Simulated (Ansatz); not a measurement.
A run of Ansatz (development build ahead of 0.2.0) on singlet BF3 at this shape:

```xyz
4

B     0.0000    0.0000    0.0000
F     1.2055    0.0000    0.0000
F    -0.6028    1.0440    0.0000
F    -0.6028   -1.0440    0.0000
```

Its results:

```yaml
Converged: yes
Reference_energy: -323.29333 hartree
Correlation_energy: -0.82685 hartree
Total_energy: -324.12018 hartree
Spin_squared_of_the_determinant: 0.000
```

Problem. Which input gives this output? Name the method, the orbitals and the basis set, and write the input.

Solution. RHF-MP2 in cc-pVTZ. An unrestricted run that stays on the closed shell gives the same numbers.

```yaml
crystal:
  periodic: [false, false, false]
  atoms:
    - { symbol: B, position_ang: [0.0, 0.0, 0.0] }
    - { symbol: F, position_ang: [1.20554, 0.0, 0.0] }
    - { symbol: F, position_ang: [-0.60277, 1.04403, 0.0] }
    - { symbol: F, position_ang: [-0.60277, -1.04403, 0.0] }
basis:
  gaussian: { orbitals: cc-pVTZ }
hamiltonian:
  xc: hf
correlation:
  method: mp2
  frozen_orbitals: { B: 1, F: 1 }
```

Caution: no unrestricted run beside it, a lower state can exist.
